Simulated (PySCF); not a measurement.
5-methylidene-2H-1,3-oxazole (C4H5NO), SMILES C=C1C=NCO1. Geometry: ωB97X-D3(BJ)/def2-SVP. Other conformers were not sampled.

Calculation: PySCF with ωB97X-D3(BJ)/def2-SVP.

Harmonic wavenumbers (cm⁻¹): 165, 359, 362, 644, 718, 718, 830, 859, 920, 957, 960, 1040, 1094, 1099, 1220, 1269, 1331, 1409, 1425, 1497, 1751, 1794, 3077, 3134, 3202, 3224, 3311. Rotational constants (GHz): 8.473, 3.782, 2.659; symmetry number 1.

Task: Work out the zero-point energy and the ideal-gas rigid-rotor harmonic-oscillator thermochemistry at 298.15 K and 1 atm.

Result: ZPE = ½ Σ hcν = ½ × 38370 cm⁻¹ = 229.50 kJ/mol. H − E(el) = 244.87 kJ/mol. Entropy in J/(mol K): translation 163.87, rotation 107.68, vibration 28.16, total 299.72. G − E(el) = 155.51 kJ/mol. Cp = 82.34 J/(mol K).
